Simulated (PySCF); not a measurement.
An EPR job on `CB1C[SiH2]C[CH]N1` [radical].

Computed with UKS B3LYP, pcH-1 on B C H N Si, non-relativistic, mean-field spin-orbit, GIAO (PySCF 2.14.0). Geometry: GFN2-xTB. The input is one job of a driver script: a line of settings, then coordinates in Å.

Command:
```bash
OMP_NUM_THREADS=1 python probes_run.py task.json out
```

Input:
```
{"job": {"kind": "epr", "basis": "pcH-1"}, "charge": 0, "multiplicity": 2}
C     -2.604827    -0.087019    -0.038544
B     -1.016711     0.005344    -0.102475
C     -0.130657    -1.234883    -0.559723
Si     1.606432    -1.152411     0.193997
C      1.987774     0.705780    -0.110109
C      0.908725     1.544461     0.432851
N     -0.412583     1.205776     0.320097
H     -3.082964     0.877398     0.128179
H     -3.027820    -0.506054    -0.950110
H     -2.922946    -0.744261     0.770812
H     -0.632489    -2.178329    -0.344533
H     -0.015196    -1.210998    -1.646580
H      1.631474    -1.446043     1.633243
H      2.594101    -1.987822    -0.504084
H      2.942847     1.026907     0.301764
H      2.055707     0.824820    -1.198345
H      1.138411     2.427652     1.006807
H     -1.028038     1.935999     0.655097
```

Output:
```
UKS, coarse grid
  cycle   1  E = -528.10252712  |g| = 4.50e-01
  cycle   2  E = -528.03807264  |g| = 5.62e-01
  cycle   3  E = -528.20488701  |g| = 4.44e-02
  cycle   4  E = -528.20579416  |g| = 2.65e-02
  cycle   5  E = -528.20616404  |g| = 6.68e-03
  cycle   6  E = -528.20619434  |g| = 2.54e-03
  cycle   7  E = -528.20619816  |g| = 1.36e-03
  cycle   8  E = -528.20619986  |g| = 3.50e-04
UKS, final grid
  cycle   1  E = -528.20623862  |g| = 4.60e-04
  cycle   2  E = -528.20623852  |g| = 6.61e-04
  cycle   3  E = -528.20623873  |g| = 6.27e-05
  cycle   4  E = -528.20623873  |g| = 1.75e-05
E = -528.20623873 Eh   <S^2> = 0.7551 (exact 0.7500)
g shifts (ppm)      1          2          3
  rmc          -143       -143       -143
  gc             20          6         22
  oz_so         206        495        956
  total          84        359        835
hyperfine (MHz)  atom isotope    a_iso     a_fc   dipolar eigenvalues
    0   13C      -7.48      -7.48     -0.53      0.20      0.33
    1   11B      10.60      10.61    -11.12     -8.24     19.36
    2   13C      -6.31      -6.31     -0.79     -0.10      0.89
    3  29Si     -38.16     -38.26    -14.91      7.20      7.71
    4   13C     -28.51     -28.52     -1.77     -0.04      1.81
    5   13C      77.94      78.02    -71.19    -69.42    140.61
    6   14N      -6.62      -6.62     -2.75     -1.91      4.66
    7    1H       1.06       1.06     -1.54     -1.44      2.98
    8    1H      15.31      15.31     -1.35     -1.17      2.52
    9    1H      21.77      21.77     -1.53     -1.29      2.81
   10    1H       0.24       0.24     -1.43     -0.88      2.31
   11    1H      18.36      18.36     -1.56     -1.21      2.77
   12    1H      -2.25      -2.26     -1.78     -1.56      3.34
   13    1H       1.72       1.72     -1.69     -0.82      2.51
   14    1H       4.41       4.41     -4.28     -3.23      7.51
   15    1H     118.28     118.28     -4.34     -3.35      7.69
   16    1H     -58.02     -58.03    -33.94      0.79     33.16
   17    1H       1.12       1.12     -4.75     -2.78      7.54
```

rmc, gc and oz_so are the mass-correction, gauge-correction and orbital-Zeeman/spin–orbit parts of the g shift along its three principal axes; a_iso is the isotropic hyperfine coupling and a_fc its Fermi-contact part. Atoms in this output count from 0.

Task: How far is ⟨S²⟩ from the pure-spin value?

Result: S = 0.5 gives S(S+1) = 0.75; the run has 0.7551, 0.0051 more.

Main results: ⟨S²⟩ 0.755; g_iso 2.0027.

Isolated species at its GFN2-xTB geometry (one conformer only).

On one thread of an Arm Neoverse V1, no GPU, on a shared host, this took 89 s of wall time (with the writing of density and orbital grids) and 0.97 GiB of memory at its peak.
Labels such as C1 count atoms from 1, the log's own numbers from 0.
